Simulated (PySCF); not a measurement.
C2H2N, SMILES [CH2]C#N, multiplicity 2. Atoms are numbered in the order given.

```xyz
5

C      0.0000     0.0000     1.1886
C      0.0000     0.0000    -0.1876
N      0.0000     0.0000    -1.3523
H      0.0000     0.9360     1.7298
H      0.0000    -0.9360     1.7298
```
Charge 0, spin multiplicity 2.

Geometry: PBE0-D3(BJ)/def2-TZVP. The isomer is the one that the SMILES or the coordinates give; other isomers of the formula were not compared.

Computed with M06-2X/def2-TZVPD in PySCF.

Gas-phase values at a fixed geometry.

```yaml
total_energy: -132.08414 hartree
point_group: C2v
"α spin, highest occupied and lowest empty level": -8.77 and 0.27 eV
"β spin, highest occupied and lowest empty level": -11.02 and -2.63 eV
dipole_moment: 3.62 D
quadrupole, principal values (traceless, Buckingham form, about the centre of nuclear charge): -1.44, -0.80, 2.24 D·Å
mean_static_polarisability: 29.8 bohr³ (4.41 Å³)
polarisability_principal_values: 22.0, 23.0, 44.4 bohr³
"⟨S²⟩": 0.768 (pure state 0.75)
```
